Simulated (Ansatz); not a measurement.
Ideal-gas functions of F2H2InN, SMILES `[NH2][In]([F])[F]` at 600 K and 1 bar, from an Ansatz frequency run at PBE0-D4/def2-TZVP.

Molar mass 168.84 g/mol, point group Cs (symmetry number 1), electronic degeneracy 1, moments of inertia 98.822, 112.704, 210.78 u Å². Harmonic wavenumbers (cm⁻¹, unscaled): 99, 138, 146, 258, 486, 600, 606, 648, 839, 1553, 3554, 3657.

Use S(trans) = R[1.5 ln M + 2.5 ln T − 1.1517]; rotational temperatures θ = 24.2544 K / I; S(rot) = R[ln(√π/σ · √(T³/θAθBθC)) + 1.5]; for each mode x = 1.438777 ν̃/T, S = R[x/(eˣ − 1) − ln(1 − e⁻ˣ)] and H = RT x/(eˣ − 1); 1 cm⁻¹ = 0.0119627 kJ/mol; R = 8.31446 J/(mol·K).

Problem. By hand: the entropy, in J/(mol·K).

Solution. Translation 187.4. Rotation: θ = 0.2454, 0.2152, 0.1151 K, giving 118.2. Vibration, mode by mode: 20.29, 17.55, 17.08, 12.44, 7.50, 5.97, 5.90, 5.44, 3.78, 0.97, 0.02, 0.01, in all 96.9. Electronic 0.0. Sum 402.5 J/(mol·K).

Problem. By hand: H − E and G − E in kJ/mol, counted from the electronic energy.

Solution. Zero-point energy ½ × 12584 × 0.0119627 = 75.3; thermal vibration 27.6; translation, rotation and pV give 4 RT = 20.0. H − E = 122.9 kJ/mol, and G − E = 122.9 − 600 × 402.5/1000 = -118.6 kJ/mol.

Vibration gives 24 % of the entropy, 54.9 J/(mol·K) of it from the modes under 150 cm⁻¹: soft modes count most, and the harmonic formula is weakest for them. The sum counts one conformer and one mirror image; others add a mixing term.
